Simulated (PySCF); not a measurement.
A structure optimised at B3LYP-D3(BJ)/def2-TZVP, used in a PySCF frequency run:

```xyz
3

Al     0.0000     0.0000     0.0000
Br     0.0000     0.0000    -2.1564
Br     0.0000     0.0000     2.1564
```
Charge +1, spin multiplicity 1.

Task: Write its SMILES, formula and point group.

Result: [Br][Al+][Br], AlBr2, D∞h

Task: What are its rotational constants (standard atomic weights)?

Result: 0.68008 GHz (linear rotor, B only)
